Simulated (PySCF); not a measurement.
All of these have the formula C5H12P2. Theory: TDDFT CAM-B3LYP/def2-SVPD, vertical, gas phase, core orbitals frozen in the response (PySCF). Geometries: GFN2-xTB; one conformer of each isolated species. Triplets are in the Tamm–Dancoff approximation.

A. `C=CC[P@](=C)(C)P`
B. `C=CP(P)CCC`
C. `CP1CCPCC1`
D. `[H]/P=P/C(C)(C)CC`

Lowest singlet levels (six at most, fewer where fewer were computed) with oscillator strengths:

1. 192 nm (f 0.146); 192 nm (f 0.006); 192 nm (f 0.001); 185 nm (f 0.001); 184 nm (f 0.146); 172 nm (f 0.060); T1 5.41 eV
2. 394 nm (f 0.000); 275 nm (f 0.129); 259 nm (f 0.001); 215 nm (f 0.006); 191 nm (f 0.004); 188 nm (f 0.001); T1 2.20 eV
3. 270 nm (f 0.205); 257 nm (f 0.193); 251 nm (f 0.022); 236 nm (f 0.004); 232 nm (f 0.006); 206 nm (f 0.000); T1 3.19 eV
4. 231 nm (f 0.143); 217 nm (f 0.156); 205 nm (f 0.014); 203 nm (f 0.027); 194 nm (f 0.010); 183 nm (f 0.009); T1 4.07 eV

Problem. Which spectrum belongs to which structure?

Solution. 1 = C, 2 = D, 3 = A, 4 = B.
- A: S1 at 4.60 eV, HOMO→LUMO (86%), HOMO→LUMO+1 (10%); Löwdin shares by element: HOMO carbon 49% or more, phosphorus 32%, hydrogen 6% or more; LUMO phosphorus 58%, carbon 12% or more, hydrogen 6% or more (atoms not listed hold the other 25%); HOMO -6.41 and LUMO 0.71 eV.
- B: S1 at 5.36 eV, HOMO→LUMO (95%); Löwdin shares by element: HOMO phosphorus 68%, carbon 16% or more (atoms not listed hold the other 16%); LUMO carbon 52% or more, phosphorus 25% (atoms not listed hold the other 23%); HOMO -7.45 and LUMO 0.86 eV.
- C: S1 at 6.45 eV, HOMO→LUMO+1 (41%), HOMO→LUMO (26%), HOMO-1→LUMO (20%); Löwdin shares by element: HOMO phosphorus 62%, carbon 17% or more (atoms not listed hold the other 20%); LUMO carbon 18% or more, phosphorus 13% or more, hydrogen 10% or more (atoms not listed hold the other 58%); HOMO -7.84 and LUMO 1.34 eV; point group Cs.
- D: S1 at 3.15 eV, HOMO→LUMO (99%); Löwdin shares by element: HOMO phosphorus 78%, carbon 9% or more; LUMO phosphorus 82%, hydrogen 4% or more; HOMO -8.14 and LUMO -1.34 eV.
